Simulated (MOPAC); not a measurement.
MOPAC input (PM6):

```
PM6 FORCE THERMO(298,298) PRECISE LET CHARGE=1 GEO-OK AUX(PRECISION=9) THREADS=1
HOSi

O     0.00000000 1    0.00000000 1   -0.95963863 1
Si   -0.00000000 1   -0.00000000 1    0.41435331 1
H     0.00000000 1    0.00000000 1    1.83912170 1
```

Q: Which zero-point energy does it print?

A: 3.69 kcal/mol, from the harmonic wavenumbers of PM6.
